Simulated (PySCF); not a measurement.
Identify the unknown among the candidates.

All candidates are C5H7NOS.

| technique | computed result |
| --- | --- |
| Triplet | lowest triplet excitation (Tamm–Dancoff): 3.79 eV [TDA PBE0/def2-SVPD] |
| Rotational structure | rotational constants A, B, C: 7.133, 0.563, 0.530 GHz [GFN2-xTB] |
| 1H NMR | chemical shifts (computed TMS as zero) by class: 6.84 (1 H), 4.47 (1 H), 4.27 (2 H), 2.15 (3 H) ppm [GIAO PBE0/pcSseg-1] |
| UV, strongest line | among the 6 lowest singlet transitions: S4 at 5.48 eV (226 nm, f = 0.113) [TDDFT PBE0/def2-SVPD] |
| NMR, other nuclei | isotropic shieldings of nuclei other than C and H, by class: -46 (1 N), 216 (1 O), 529 (1 S) ppm [GIAO PBE0/pcSseg-1] |
| 13C NMR | chemical shifts (computed TMS as zero) by class: 150.5 (1 C), 119.0 (1 C), 107.3 (1 C), 53.9 (1 C), 22.9 (1 C) ppm [GIAO PBE0/pcSseg-1] |

Electronic properties: PySCF, gas phase, density fitting. Levels stand in brackets. The structure is a single GFN2-xTB conformer in the gas phase; no vibrational or solvent corrections. Each NMR value is the plain mean over a class of atoms that symmetry, rotation or inversion makes alike.

Question: Which candidate is it?
A. `CCSc1cnco1`
B. `CS/C=C/OCC#N`
C. `COC(=S)CCC#N`

Answer: B. It is `CS/C=C/OCC#N`. Numbering: `[CH3:1][S:2]/[CH:3]=[CH:4]/[O:5][CH2:6][C:7]#[N:8]`. Its formula, C5H7NOS, gives 3 degrees of unsaturation: 0 rings and 3 π bonds in the structure found. 5 carbons fall into 5 classes; from least to most shielded: vinylic carbon bearing oxygen [C4] (150.5 ppm), nitrile carbon [C7] (119.0 ppm), alkene CH carbon [C3] (107.3 ppm), sp3 carbon bound to oxygen [C6] (53.9 ppm), S-methyl carbon [C1] (22.9 ppm). Hydrogen classes from least to most shielded: 1 H on a vinylic carbon bearing oxygen, C4 (6.84 ppm), 1 H on an alkene CH carbon, C3 (4.47 ppm), 2 H on an sp3 carbon bound to oxygen, C6 (4.27 ppm), 3 H on an S-methyl carbon, C1 (2.15 ppm). The other shieldings belong to: -46 ppm, nitrile nitrogen [N8]; 216 ppm, ether oxygen [O5]; 529 ppm, sulfide sulfur [S2]. The optimised geometry has point group C1 and is an asymmetric top.

The others, at the same levels:
- `COC(=S)CCC#N` fails: its computed 13C shifts are 233.4 (1 C), 122.9 (1 C), 61.1 (1 C), 45.8 (1 C), 22.2 (1 C) ppm, 1H shifts are 4.36 (3 H), 2.90 (2 H), 2.81 (2 H) ppm and rotational constant A is 2.367 GHz (against 7.133 GHz).
- `CCSc1cnco1` fails: its computed 13C shifts are 154.0 (1 C), 153.5 (1 C), 126.5 (1 C), 33.3 (1 C), 13.5 (1 C) ppm, 1H shifts are 7.63 (1 H), 7.07 (1 H), 3.32 (2 H), 1.46 (3 H) ppm and rotational constant A is 5.359 GHz (against 7.133 GHz).

Each candidate is one conformer, not necessarily the lowest. Dipoles, sizes and rotational constants follow the conformer. The torsions of the flexible species, by atom-mapped SMILES:
- `[CH3:1][S:2]/[CH:3]=[CH:4]/[O:5][CH2:6][C:7]#[N:8]`: C1–S2–C3–C4 -150°, C3–C4–O5–C6 0°, C4–O5–C6–C7 176°
- `[CH3:1][O:2][C:3](=[S:4])[CH2:5][CH2:6][C:7]#[N:8]`: C1–O2–C3–S4 1°, O2–C3–C5–C6 115°, C3–C5–C6–C7 -61°
- `[CH3:1][CH2:2][S:3][c:4]1[cH:5][n:6][cH:7][o:8]1`: C1–C2–S3–C4 180°, C2–S3–C4–C5 180°
